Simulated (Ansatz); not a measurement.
Consider the substitution at a C–Si bond: `C[SiH](F)CN` + `CCS` → `CCSCN` + `C[SiH2]F`.

Gas-phase electronic energies from Ansatz, PBE0-D4/def2-TZVP geometries. CBS: MP2 limit from def2 TZ/QZ plus the TZ coupled-cluster correction, frozen cores. One conformer a species, not always the lowest.

```
      species  CCSD(T)/CBS(def2) energy (Eh)
`C[SiH](F)CN`                     -524.57226
        `CCS`                     -477.49091
      `CCSCN`                     -572.04932
   `C[SiH2]F`                     -430.00374
```

Problem. Work out ΔE.

Solution. ΔE = (-572.04932) + (-430.00374) − (-524.57226) − (-477.49091) = 0.01011 Eh = +0.28 eV.

Largest T1 diagnostic among the species: 0.010.
